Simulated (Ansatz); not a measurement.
Cartesian coordinates in Å:
```
N -0.673 0.883 -0.556
Si -0.222 -0.806 -0.010
In 0.479 2.087 1.195
O 1.391 0.219 0.454
H -1.645 0.953 -0.832
H -0.111 1.165 -1.354
H 0.676 -1.738 -0.755
H -1.550 -1.402 -0.476
H -0.419 -1.060 1.454
H 2.075 -0.303 0.880
```

Total charge 0; spin multiplicity 1. In: def2 effective core potential. The bonds changed during the relaxation, so this is another structure than the one it started from.

**Question.** List the PBE0/def2-TZVPP orbital energies in eV (the Gaussian-basis code of Ansatz). (An estimate is asked.)

**Answer.** Computed: Occupied: -1802.35, -522.08, -391.43, -144.47, -127.79, -99.17, -99.13, -99.12, -84.18, -84.08, -83.97, -27.14, -24.17, -20.77, -20.75, -20.67, -20.60, -20.57, -15.12, -14.21, -12.93, -11.04, -10.51, -10.11, -9.18, -8.25, -6.80, -6.73. Lowest empty: -1.47, -0.77, 0.11, 1.23, 1.77, 2.14, 2.19, 2.48.
